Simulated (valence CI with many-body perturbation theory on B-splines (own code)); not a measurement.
Level structure of Cr XVIII

Computed by relativistic CI+MBPT: five valence electrons over a frozen Dirac-Fock core [He], radial functions for each j: 11 s, 11 p, 10 d, 8 f, 5 g, 2 h, with the one-electron correlation potential Σ1 (screened to all orders), the two-electron term Σ2, the three-electron term Σ3, Breit, model QED; selected single and double excitations, second order for the rest, scaled by the run's own slope (own B-spline code, finite nucleus).

No measured levels were compared; by estimate levels of excited configurations hold to 0.05 to 0.15 % of their energy, terms of the ground configuration to about 0.5 %. Among the levels kept, up to 5400 cm⁻¹ of a level comes from second order outside the variational space, and about a tenth of that is noise between levels of different J, which matters for small intervals.

Levels 1 to 45 of 204, with energies above the lowest level, 2s2.2p3 4S°_3/2. "Leading %" is the weight of the configuration and term that name the level; weights of strongly mixed levels are sums over their largest components and can fall short. Lifetimes count E1, E2, E3, M1 and M2 decay at the calculated energies, and are blank where another channel may lead or the interval is too uncertain; long ones can be off by a factor of two.

```csv
No.,Configuration,Term,J,E (Ry),Leading %,Second component,Lifetime,g
1,2s2.2p3,4S°,3/2,0.000,93,6 % 2s2.2p3 2P°,,1.948
2,2s2.2p3,2D°,3/2,1.152,79,17 % 2s2.2p3 2P°,173 μs,0.935
3,2s2.2p3,2D°,5/2,1.377,100,,2.23 ms,1.197
4,2s2.2p3,2P°,1/2,2.066,98,,63.8 μs,0.662
5,2s2.2p3,2P°,3/2,2.415,75,20 % 2s2.2p3 2D°,27.6 μs,1.244
6,2s.2p4,4P,5/2,6.083,98,,93.1 ps,1.590
7,2s.2p4,4P,3/2,6.512,99,,74.4 ps,1.725
8,2s.2p4,4P,1/2,6.673,97,,67.0 ps,2.647
9,2s.2p4,2D,3/2,8.414,96,,29.0 ps,0.820
10,2s.2p4,2D,5/2,8.491,98,,34.2 ps,1.205
11,2s.2p4,2S,1/2,9.686,78,20 % 2s.2p4 2P,15.4 ps,1.749
12,2s.2p4,2P,3/2,10.062,96,,9.04 ps,1.314
13,2s.2p4,2P,1/2,10.673,80,19 % 2s.2p4 2S,9.69 ps,0.934
14,2p5,2P°,3/2,15.850,98,,12.5 ps,1.331
15,2p5,2P°,1/2,16.533,98,,11.6 ps,0.662
16,2s2.2p2.3s,4P,1/2,53.837,82,10 % 2s2.2p2.3s 2P,1.00 ps,2.426
17,2s2.2p2.3s,4P,3/2,54.222,93,4 % 2s2.2p2.3s 2P,1.13 ps,1.712
18,2s2.2p2.3s,2P,1/2,54.483,85,12 % 2s2.2p2.3s 4P,425 fs,0.916
19,2s2.2p2.3s,4P,5/2,54.522,85,13 % 2s2.2p2.3s 2D,1.09 ps,1.545
20,2s2.2p2.3s,2P,3/2,54.803,72,23 % 2s2.2p2.3s 2D,435 fs,1.214
21,2s2.2p2.3p,4D°,1/2,55.484,50,22 % 2s2.2p2.3p 2S°,76.2 ps,0.818
22,2s2.2p2.3s,2D,5/2,55.536,85,13 % 2s2.2p2.3s 4P,675 fs,1.251
23,2s2.2p2.3s,2D,3/2,55.595,74,21 % 2s2.2p2.3s 2P,572 fs,0.933
24,2s2.2p2.3p,4D°,3/2,55.768,69,18 % 2s2.2p2.3p 4P°,54.6 ps,1.304
25,2s2.2p2.3p,2S°,1/2,55.830,45,38 % 2s2.2p2.3p 4D°,105 ps,1.297
26,2s2.2p2.3p,4P°,3/2,56.083,38,27 % 2s2.2p2.3p 2D°,28.8 ps,1.344
27,2s2.2p2.3p,4D°,5/2,56.106,85,10 % 2s2.2p2.3p 4P°,99.3 ps,1.387
28,2s2.2p2.3p,4P°,1/2,56.202,72,17 % 2s2.2p2.3p 2S°,28.2 ps,2.364
29,2s2.2p2.3p,4P°,5/2,56.283,50,37 % 2s2.2p2.3p 2D°,33.8 ps,1.396
30,2s2.2p2.3p,2D°,3/2,56.367,66,24 % 2s2.2p2.3p 4P°,28.9 ps,1.108
31,2s2.2p2.3p,4D°,7/2,56.397,86,11 % 2s2.2p2.3p 2F°,144 ps,1.394
32,2s2.2p2.3s,2S,1/2,56.612,88,4 % 2s2.2p2.3s 4P,680 fs,1.990
33,2s2.2p2.3p,4S°,3/2,56.634,63,14 % 2s2.2p2.3p 2P°,3.65 ps,1.853
34,2s2.2p2.3p,2D°,5/2,56.806,43,31 % 2s2.2p2.3p 4P°,36.6 ps,1.270
35,2s2.2p2.3p,2P°,3/2,56.810,75,8 % 2s2.2p2.3p 2D°,16.3 ps,1.355
36,2s2.2p2.3p,2P°,1/2,56.946,77,13 % 2s2.2p2.3p 2S°,24.9 ps,0.815
37,2s2.2p2.3p,2F°,5/2,57.358,66,27 % 2s2.2p2.3p 2D°,42.3 ps,0.985
38,2s2.2p2.3p,2F°,7/2,57.470,87,11 % 2s2.2p2.3p 4D°,45.5 ps,1.174
39,2s.2p3.3s,6S°,5/2,57.485,97,,78.8 ps,1.986
40,2s2.2p2.3p,2D°,3/2,57.613,67,23 % 2s2.2p2.3p 2P°,11.5 ps,0.987
41,2s2.2p2.3p,2D°,5/2,57.719,86,6 % 2s2.2p2.3p 2F°,23.6 ps,1.187
42,2s2.2p2.3d,4F,3/2,57.727,68,11 % 2s2.2p2.3d 4D,1.19 ps,0.616
43,2s2.2p2.3p,2P°,1/2,57.828,96,,8.91 ps,0.690
44,2s2.2p2.3d,4F,5/2,57.874,59,23 % 2s2.2p2.3d 4D,632 fs,1.138
45,2s2.2p2.3d,4F,7/2,58.165,75,20 % 2s2.2p2.3d 4D,5.41 ps,1.272
```

Names give the largest LS component (configuration and term), which can be under half, so a name can repeat, a term be missing and a line seem to break the LS rules; names also repeat where a configuration has a term twice.

The ionisation energy to 2s2.2p2 3P_0 of the next ion comes out as 1294 eV (NIST: 1294.8 ± 1.6 eV (semi-empirical)). All 204 levels together are meant to be complete up to 66.977 Ry.
